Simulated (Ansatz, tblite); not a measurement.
Removing and adding an electron: Ga2Te3 (the lowest singlet isomer of a short search). The state is a singlet with charge 0. Geometry: r2SCAN-D4/def2-SVP. Ansatz, gas phase; energy differences of separate SCF runs; the oxidised species was run as a doublet alone; the reduced species was run as a doublet alone.

```xyz
5

Ga    0.8445   -0.3901   -0.1444
Ga   -1.9221    0.5229   -1.0131
Te    0.1064   -0.7106   -2.4516
Te    1.8587   -0.1997    2.1060
Te   -0.8874    0.7775    1.5031
```

In the def2 sets Te takes a core potential; there is no spin–orbit coupling. The xTB rows come from tblite. The structure comes from a short search, and lower isomers may exist.

```csv
level,−HOMO (eV),vertical IE (eV),−LUMO (eV),vertical EA (eV),HOMO–LUMO gap (eV),IE − EA (eV),remarks
r2SCAN-D4/def2-TZVP,5.49,7.60,3.81,–,1.68,–,–
r2SCAN-D4/def2-TZVPD,5.49,–,3.81,1.89,1.68,–,HOMO above zero (-1 doublet)
PBE0-D4/def2-TZVP,6.20,7.67,3.25,–,2.96,–,–
PBE0-D4/def2-TZVPD,6.21,–,3.26,1.90,2.95,–,–
```

(1) Estimate the rows for GFN1-xTB, GFN2-xTB, PBE-D4/def2-TZVP, PBE-D4/def2-TZVPD.

## Answers

(1) 
```tsv
level	−HOMO (eV)	vertical IE (eV)	−LUMO (eV)	vertical EA (eV)	HOMO–LUMO gap (eV)	IE − EA (eV)	remarks
GFN1-xTB	9.57	11.86	7.74	5.42	1.83	6.44	–
GFN2-xTB	9.66	12.36	7.73	5.09	1.93	7.27	–
PBE-D4/def2-TZVP	5.24	7.46	3.78	–	1.45	–	–
PBE-D4/def2-TZVPD	5.24	–	3.80	1.78	1.45	–	HOMO above zero (-1 doublet)
```

   A HOMO above zero means that the electron is unbound at that level or that self-interaction error raises the level; the energy of removing that electron tells which. Raw xTB energy differences between charge states are shifted by several eV; the methods need an empirical correction for them.
